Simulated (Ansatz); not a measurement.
Gas-phase electronic energies from Ansatz, PBE0-D4/def2-TZVP geometries. CBS: MP2 limit from def2 TZ/QZ plus the TZ coupled-cluster correction, frozen cores. Functionals use def2-TZVPP. def2 core potentials past Kr. For In, Se outer-core shells are correlated without core-valence functions, which leaves a few kJ/mol of doubt a bond. Scalar relativity is left out up to krypton. One conformer a species, not always the lowest.

`C=C(F)[SeH]` + `[CH3][InH2]` → `C=[C](F)[InH][CH3]` + H₂Se  (formal exchange of groups at a C–Se bond)

`C=C(F)[SeH]`:

Cartesian coordinates in Å:
```
C -1.046 0.219 0.467
C -0.002 -0.026 -0.303
F -0.143 -0.639 -1.482
Se 1.771 0.546 0.066
H -2.044 -0.033 0.131
H -0.911 0.673 1.438
H 2.374 -0.739 -0.317
```

`[CH3][InH2]`:

```xyz
7

C    -0.820   -0.082    0.582
In    0.942    0.086   -0.643
H    -0.622    0.213    1.612
H    -1.600    0.571    0.181
H    -1.205   -1.103    0.566
H     2.288    1.046   -0.131
H     1.017   -0.731   -2.167
```

`C=[C](F)[InH][CH3]`:

Z-matrix (Å, degrees):
```
C
In 1 2.144
H 1 1.090 2 110.5
H 1 1.091 2 111.0 3 -121.8
H 1 1.093 2 109.3 3 119.2
C 2 2.161 1 118.9 3 -19.7
H 2 1.725 1 126.2 3 160.9
F 6 1.360 2 116.6 1 0.9
C 6 1.327 2 125.8 1 -179.1
H 9 1.082 6 119.5 2 0.0
H 9 1.086 6 122.1 2 180.0
```

H₂Se:

```xyz
3

Se   -0.643   -0.139   -0.188
H    -0.030    0.806    0.751
H     0.673   -0.667   -0.564
```

(1) Is it downhill or uphill in electronic energy at CCSD(T)/CBS, and by how much? (An estimate is asked.)

(2) What do these levels give: B97M-V, r2SCANh-D4, BHLYP-D4, CAM-B3LYP-D4, ωB97X-V, r2SCAN? (An estimate is asked.)

Largest T1 diagnostic among the species: 0.013.

## Answers

(1) Computed: Downhill: ΔE = -0.42 eV.

(2) The calculation gave: B97M-V -0.23, r2SCANh-D4 -0.31, BHLYP-D4 -0.36, CAM-B3LYP-D4 -0.35, ωB97X-V -0.34, r2SCAN -0.31 eV.

Leaving LDA and LC-ωPBE aside and taking each functional with its dispersion term where it has one, the values, not all of them listed here, spread over 0.13 eV, from B2PLYP to B97M-V. LDA lies +0.06 eV from PBE without D4.
